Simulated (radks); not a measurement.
The numbers below are computed, except where a source is named.
The germanium ion Ge3+, configuration [Ar] 3d10 4s1 (the NIST ground configuration).

Level of theory: scalar-relativistic Kohn-Sham, PBEsol, spin-unpolarised, spherical densities, point nucleus (a radial shooting solver on a logarithmic mesh with Libxc functionals).

Energy parts (eV):
part                       energy
total                  -57012.588
kinetic                 58041.993
electron-nucleus      -136474.014
Hartree                 23517.684
exchange-correlation    -2098.251

Orbitals (lengths in bohr, moments of r in powers of bohr; r(max) is where P^2 peaks):
| orbital | occ. | eigenvalue (eV) | r(max) | <r^4> |
|---|---|---|---|---|
| 1s | 2 | -10986.68 | 0.03075 | 0.00002279 |
| 2s | 2 | -1404.699 | 0.1761 | 0.004704 |
| 2p | 6 | -1232.201 | 0.1412 | 0.003447 |
| 3s | 2 | -202.1511 | 0.5427 | 0.3264 |
| 3p | 6 | -149.4468 | 0.5433 | 0.4199 |
| 3d | 10 | -63.1178 | 0.5027 | 1.034 |
| 4s | 1 | -40.3883 | 1.618 | 22.57 |

The highest occupied level is 4s at -40.388 eV. The density falls to 0.001 e/bohr^3 at r = 3.04 bohr. For comparison, the ionisation energy in NIST's Atomic Spectra Database is 45.716 eV (measured). In exact Kohn-Sham theory the highest level is minus the ionisation energy, but local and semilocal functionals leave it too shallow, through self-interaction and a potential that decays too fast; potentials with the right tail come closer. Summed over all electrons, <r^2> = 14.72 bohr^2, which gives a Langevin (diamagnetic) susceptibility term of -11.7 x 10^-6 cm^3/mol.

Beside tabulated values, note that spin-unpolarised runs miss the spin-polarisation part of the exchange energy of open shells.
